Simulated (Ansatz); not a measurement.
Reaction (cleavage of the Si–Si bond): `O[Si]([SiH3])([SiH3])Cl` + `[NH2][SnH3]` → `[SiH3][NH][SnH3]` + `O[SiH]([SiH3])Cl`

Program: Ansatz. Geometries: PBE0-D4/def2-TZVP. ΔE: electronic, gas phase. CCSD(T)/CBS is the MP2 limit (def2-TZVPP, def2-QZVPP) plus CCSD(T) − MP2 in def2-TZVPP, frozen cores. Functionals use def2-TZVPP. Elements past krypton have def2 core potentials. For Sn outer-core shells are correlated without core-valence functions, which leaves a few kJ/mol of doubt a bond. One conformer a species, not always the lowest.

| species | revPBE-D4 energy (Eh) |
| --- | --- |
| `O[Si]([SiH3])([SiH3])Cl` | -1408.01781 |
| `[NH2][SnH3]` | -272.09892 |
| `[SiH3][NH][SnH3]` | -562.76533 |
| `O[SiH]([SiH3])Cl` | -1117.36426 |

(1) Work out ΔE.

(2) What do rigid-rotor, harmonic-oscillator terms from PBE0-D4/def2-TZVP frequencies (298.15 K, 1 bar) make of the CCSD(T)/CBS value? (An estimate is asked.)

Largest T1 diagnostic among the species: 0.013.

## Answers

(1) ΔE = (-562.76533) + (-1117.36426) − (-1408.01781) − (-272.09892) = -0.01286 Eh = -33.8 kJ/mol. CCSD(T)/CBS gives -60.3 kJ/mol.

(2) The calculation gave: ΔZPE = -3.3 kJ/mol, ΔH = -65.2 kJ/mol, ΔS = 8 J/(mol·K), ΔG = -67.6 kJ/mol. Modes under 50 cm⁻¹ make the entropy rough.

From BLYP to BHLYP (50 % exact exchange), in def2-TZVPP and without D4, ΔE moves by −18.9 kJ/mol. Leaving LDA and LC-ωPBE aside and taking each functional with its dispersion term where it has one, the values, not all of them listed here, spread over 31.8 kJ/mol, from BHLYP-D4 to PBE-D4. LDA lies −4.3 kJ/mol from PBE without D4. In def2-TZVPP, CCSD(T) changes the Hartree–Fock value by +21.7 kJ/mol (the triples alone add +3.6 kJ/mol) and MP2 by +14.5 kJ/mol.
